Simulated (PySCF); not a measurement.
SnH2FBr, SMILES [F][SnH2][Br]. The structure is a stationary point at PBE-D3(BJ)/def2-SVP. The def2 effective core potentials stand for the cores of Sn; spin–orbit coupling is left out.

Computed equilibrium geometry at PBE-D3(BJ)/def2-SVP (PySCF confirms it by a frequency run) as Cartesian coordinates in Å, and its point group:
point group Cs.
```xyz
5

Sn    -0.3038     0.8096     0.0000
F      1.4531     1.6712     0.0000
Br     0.1199    -1.6575     0.0000
H     -1.0434     1.2471    -1.4911
H     -1.0434     1.2471     1.4911
```
